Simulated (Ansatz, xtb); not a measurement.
**Relative energy of two isomers of C6H6F2O**

Structure X is `FC(F)C1=COC=CC1`, a singlet and structure Y is `Cc1ccc(C(F)F)o1`, a singlet. Both are isolated molecules in the gas phase, relaxed with PBE0-D3(BJ)/def2-SVP; the shapes shown needn't be the lowest conformers.

X (Å):

```xyz
15

C     0.7325    1.8491    0.9607
C     0.3681    0.7783   -0.0027
C    -0.4607   -0.1986    0.3844
C    -0.3802   -1.2457   -1.6725
C     0.4503   -0.3342   -2.1796
C     0.9505    0.8360   -1.3875
F     0.3754    3.0657    0.4747
F     2.0780    1.8891    1.1384
O    -0.8650   -1.2224   -0.3952
H     0.2569    1.7181    1.9485
H    -0.8951   -0.2596    1.3851
H    -0.7616   -2.1070   -2.2219
H     0.7711   -0.4581   -3.2160
H     0.6792    1.7928   -1.8711
H     2.0549    0.8400   -1.3322
```

Y (Å):

```xyz
15

C    -1.5431    0.0790    1.0754
C    -0.4280    0.5848    0.2434
C     0.1981    1.7977    0.1458
C     1.2092    1.6548   -0.8510
C     1.1229    0.3653   -1.2839
C     1.8764   -0.4198   -2.2952
F     3.1952   -0.4656   -1.9940
F     1.7790    0.1437   -3.5220
O     0.1353   -0.2841   -0.6256
H    -2.3858   -0.2586    0.4513
H    -1.9026    0.8727    1.7423
H    -1.2244   -0.7759    1.6924
H    -0.0403    2.6885    0.7225
H     1.9116    2.4061   -1.2040
H     1.4872   -1.4514   -2.3458
```

Quicker runs give these differences E(Y) − E(X): GFN2-xTB −71.6 kJ/mol; HF/STO-3G −80.2 kJ/mol (at GFN2-xTB geometries); r2SCAN-D4/def2-SVP −62.5 kJ/mol (at GFN2-xTB geometries).

Question: Estimate E(Y) − E(X) at the level CCSD(T)/def2-SVP + ΔMP2/def2-TZVPP.

Answer: Calculated at CCSD(T)/def2-SVP + ΔMP2/def2-TZVPP: E(Y) − E(X) = −51.7 kJ/mol, so structure Y lies lower.

Level by level:

```json
{"level": "GFN2-xTB", "geometry": "GFN2-xTB", "E(Y) − E(X) (kJ/mol)": "−71.6", "departure from the last row (kJ/mol)": "−19.9", "job, with rough time for the two": "optimisation, 0.13 s"}
{"level": "HF/STO-3G", "geometry": "GFN2-xTB", "E(Y) − E(X) (kJ/mol)": "−80.2", "departure from the last row (kJ/mol)": "−28.5", "job, with rough time for the two": "single point, 0.5 s"}
{"level": "r2SCAN-D4/def2-SVP", "geometry": "GFN2-xTB", "E(Y) − E(X) (kJ/mol)": "−62.5", "departure from the last row (kJ/mol)": "−10.8", "job, with rough time for the two": "single point, 4.9 s"}
{"level": "PBE0-D3(BJ)/def2-SVP", "geometry": "PBE0-D3(BJ)/def2-SVP", "E(Y) − E(X) (kJ/mol)": "−59.6", "departure from the last row (kJ/mol)": "−7.9", "job, with rough time for the two": "optimisation, 35 s"}
{"level": "HF/def2-SVP", "geometry": "PBE0-D3(BJ)/def2-SVP", "E(Y) − E(X) (kJ/mol)": "−41.0", "departure from the last row (kJ/mol)": "+10.7", "job, with rough time for the two": "part of the CCSD(T) run"}
{"level": "MP2/def2-SVP", "geometry": "PBE0-D3(BJ)/def2-SVP", "E(Y) − E(X) (kJ/mol)": "−70.8", "departure from the last row (kJ/mol)": "−19.1", "job, with rough time for the two": "part of the CCSD(T) run"}
{"level": "CCSD(T)/def2-SVP", "geometry": "PBE0-D3(BJ)/def2-SVP", "E(Y) − E(X) (kJ/mol)": "−53.1", "departure from the last row (kJ/mol)": "−1.4", "job, with rough time for the two": "single point"}
{"level": "CCSD(T)/def2-SVP + ΔMP2/def2-TZVPP", "geometry": "PBE0-D3(BJ)/def2-SVP", "E(Y) − E(X) (kJ/mol)": "−51.7", "departure from the last row (kJ/mol)": "", "job, with rough time for the two": "single point, 3 min"}
```

As drawn, Y has 3 C∷C, 2 C∷O in place of 1 C–C, 2 C=C, 2 C–O (∷ is an aromatic bond). Structure X has a 6-membered ring, Y a 5-membered ring (with an aromatic ring).

None of the levels shown reverses the order. The largest departure from CCSD(T)/def2-SVP + ΔMP2/def2-TZVPP is that of HF/STO-3G, 28.5 kJ/mol. The last row adds to CCSD(T) the change of the MP2 difference between the two basis sets, here +1.4 kJ/mol.

With thermal terms from frequencies at re-optimised GFN2-xTB minima (ideal gas, soft modes damped towards free rotors, one conformer each, 298.15 K, 1 atm): on the last row, ΔE + ΔZPE = −52.4, ΔH = −51.0, ΔG = −54.3 kJ/mol.

The correlated steps freeze 9 core orbitals. Run with Ansatz 0.2.0, xtb 6.7.1; the last row on 4 threads of Arm Neoverse V1 on a shared host.
